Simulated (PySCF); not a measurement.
Delta-SCF ions had no search for a lower state. Excitations are Tamm–Dancoff values on a coarser integration grid. The basis has no diffuse functions, so Rydberg states are missing or too high.

Z-matrix (Å, degrees):
```
C
H 1 1.0859
C 1 1.5073 2 115.51
H 3 1.0828 1 117.08 2 4.58
H 3 1.0832 4 114.41 1 -143.84
C 3 1.4858 4 118.29 5 -146.27
H 6 1.0831 3 118.39 4 -0.44
H 6 1.0832 7 114.66 3 -146.81
Si 1 1.8406 2 115.47 6 -146.14
C 9 1.6995 1 124.73 2 -146.37
H 10 1.0840 9 123.37 1 3.84
H 10 1.0841 11 115.40 9 -179.74
H 9 1.4816 10 120.83 11 -178.53
```
Charge 0, multiplicity 1.

**Question.** Estimate the LUMO, HOMO–LUMO gap, S1 oscillator strength, HOMO, total energy, brightest of the four lowest singlets (TDA), vertical ionisation energy (Delta-SCF) and T1 excitation (TDA) that PySCF with PBE0-D3(BJ)/def2-TZVP returns for this input.

**Answer.** 
```yaml
LUMO: -0.70 eV
HOMO–LUMO gap: 5.44 eV
S1 oscillator strength: 0.314
HOMO: -6.14 eV
total_energy: -446.4082 Ha
brightest of the four lowest singlets (TDA): 5.47 eV
vertical ionisation energy (Delta-SCF): 8.02 eV
T1 excitation (TDA): 2.78 eV
```
